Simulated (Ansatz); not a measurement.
`SBBCl` and `ClBB[SeH]` differ in one atom or group.

Ansatz, PBE0-D4/def2-TZVP geometries, multiplicity 1. Each molecule was computed in one conformer, which needn't be the lowest.

Scalar relativity is left out up to krypton.

```tsv
property	`SBBCl`
LUMO energy (B3LYP/def2-TZVPP) / eV	-1.98
HOMO energy (PBE/def2-TZVPP) / eV	-6.69
HOMO–LUMO gap (B3LYP/def2-TZVPP) / eV	5.85
HOMO energy (PBE0/def2-TZVPP) / eV	-8.03
ideal-gas entropy at 298 K and 1 bar (rigid rotor, harmonic PBE0-D4/def2-TZVP) / J/(mol·K)	320
HOMO energy (ωB97M-V/def2-TZVPP) / eV	-10.26
```

Task: What does the change do to each property? (Best estimate.)

Result: Computed: 
```
                                                                                  property  `ClBB[SeH]`  shift
                                                       LUMO energy (B3LYP/def2-TZVPP) / eV        -2.02  -0.04
                                                         HOMO energy (PBE/def2-TZVPP) / eV        -6.71  -0.02
                                                     HOMO–LUMO gap (B3LYP/def2-TZVPP) / eV         5.70  -0.15
                                                        HOMO energy (PBE0/def2-TZVPP) / eV        -7.97   0.06
ideal-gas entropy at 298 K and 1 bar (rigid rotor, harmonic PBE0-D4/def2-TZVP) / J/(mol·K)          334     14
                                                     HOMO energy (ωB97M-V/def2-TZVPP) / eV       -10.10   0.16
```

With PBE0 the HOMO rises by 0.06 eV and the LUMO falls by 0.05 eV, so the gap narrows by about 0.11 eV. PBE moves the HOMO by -0.02 eV and ωB97M-V by 0.16 eV.

B3LYP here is the variant with VWN-RPA as its local correlation; programs differ in this.

Spin–orbit coupling is left out; it splits and shifts lone-pair levels of the heavy atoms by tenths of an eV.
